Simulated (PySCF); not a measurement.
Be(SH)(SMe) (CH4BeS2), SMILES [SH][Be][S]C.

Coordinates come from a PBE0-D3(BJ)/def2-SVP optimisation. One conformer was computed; it need not be the lowest.

Calculation: PBE0-D3(BJ)/def2-SVP (PySCF).

Frequencies are harmonic and unscaled.

| mode | ν (cm⁻¹) | IR (km/mol) | moving atoms (share of kinetic energy) |
|---|---|---|---|
| 1 | 45 | 0.1 | H 98 % |
| 2 | 93 | 3.8 | C 41 %, S 27 %, H 20 %, Be 12 % |
| 3 | 184 | 19.5 | H 91 % |
| 4 | 205 | 22.2 | Be 74 %, H 15 %, S 11 % |
| 5 | 312 | 11.2 | Be 66 %, S 24 % |
| 6 | 368 | 1.5 | S 83 %, Be 12 % |
| 7 | 641 | 1.5 | H 83 %, Be 11 % |
| 8 | 718 | 4.4 | C 60 %, S 31 %, H 9 % |
| 9 | 957 | 7.1 | H 84 %, C 14 % |
| 10 | 973 | 18.1 | H 82 %, C 15 % |
| 11 | 1057 | 264.5 | Be 86 %, S 13 % |
| 12 | 1336 | 8.4 | H 87 %, C 13 % |
| 13 | 1453 | 9.4 | H 96 % |
| 14 | 1458 | 8.6 | H 95 % |
| 15 | 2699 | 1.2 | H 97 % |
| 16 | 3077 | 18.7 | H 98 % |
| 17 | 3193 | 0.8 | H 90 %, C 10 % |
| 18 | 3195 | 1.3 | H 90 %, C 10 % |
